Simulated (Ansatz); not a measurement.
Consider the redistribution: `C[S][Ge][SH]` + `CS[Si]O` → `C[S][Ge][S]C` + `O[Si]S`.

Gas-phase electronic energies from Ansatz, PBE0-D4/def2-TZVP geometries. CBS: MP2 limit from def2 TZ/QZ plus the TZ coupled-cluster correction, frozen cores. This one scheme is used for every species. Functionals use def2-TZVPP. B3LYP here is the variant with VWN-RPA as its local correlation; programs differ in this. For Ge outer-core shells are correlated without core-valence functions, which leaves a few kJ/mol of doubt a bond. Scalar relativity is left out up to krypton. One conformer a species, not always the lowest.

| level | ΔE (kcal/mol) | difference from CCSD(T)/CBS |
| --- | --- | --- |
| PBE-D4 | 1.9 | 0.2 |
| r2SCAN-D4 | 2.1 | 0.4 |
| B3LYP-D4 | 1.6 | -0.1 |
| ωB97M-V | 1.9 | 0.2 |
| PBE | 2.4 | 0.7 |
| B3LYP | 2.4 | 0.7 |
| MP2/def2-TZVPP | 1.6 | -0.1 |
| SCS-MP2/def2-TZVPP | 1.8 | 0.1 |
| CCSD/def2-TZVPP | 1.8 | 0.1 |
| HF/CBS(def2) | 3.0 | 1.3 |
| CCSD(T)/CBS | 1.7 | 0 |

Largest T1 diagnostic among the species: 0.015.

In def2-TZVPP, CCSD(T) changes the Hartree–Fock value by −1.2 kcal/mol (the triples alone add −0.2 kcal/mol) and MP2 by −1.2 kcal/mol. The D4 term adds −0.8 kcal/mol with B3LYP and −0.5 kcal/mol with PBE0; it sums over pairs of atoms, weighted by their polarisabilities, and B3LYP, whose exchange is more repulsive, gets the larger term.
